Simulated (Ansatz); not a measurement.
`CBNCF` + H₂O → `CBNCO` + H–F  (formal hydrolysis of a C–F bond)

Gas-phase electronic energies from Ansatz, PBE0-D4/def2-TZVP geometries. CCSD(T)/CBS adds triple-zeta CCSD(T) − MP2 to the extrapolated MP2 energy (def2 sets, frozen cores). This one scheme is used for every species. Functionals use def2-TZVPP. B3LYP here is the variant with VWN-RPA as its local correlation; programs differ in this. One conformer a species, not always the lowest.

| level | ΔE (kJ/mol) | difference from CCSD(T)/CBS |
| --- | --- | --- |
| PBE0-D4 | 4.0 | 1.9 |
| B3LYP-D4 | 8.0 | 5.9 |
| ωB97M-V | 7.0 | 4.9 |
| B2PLYP | 7.1 | 5.0 |
| PBE | 6.8 | 4.7 |
| PBE0 | 5.5 | 3.4 |
| B3LYP | 10.8 | 8.7 |
| HF/def2-TZVPP | 13.6 | 11.5 |
| MP2/def2-TZVPP | -1.1 | -3.2 |
| CCSD/def2-TZVPP | 3.2 | 1.1 |
| HF/def2-QZVPP | 13.9 | 11.8 |
| MP2/def2-QZVPP | -0.9 | -3.0 |
| SCS-MP2/def2-QZVPP | 2.4 | 0.3 |
| HF/CBS(def2) | 14.0 | 11.9 |
| MP2/CBS(def2) | -0.9 | -3.0 |
| CCSD/CBS(def2) | 3.4 | 1.3 |
| CCSD(T)/CBS | 2.1 | 0 |

Largest T1 diagnostic among the species: 0.012.

In def2-TZVPP, CCSD(T) changes the Hartree–Fock value by −11.7 kJ/mol (the triples alone add −1.3 kJ/mol) and MP2 by −14.7 kJ/mol.
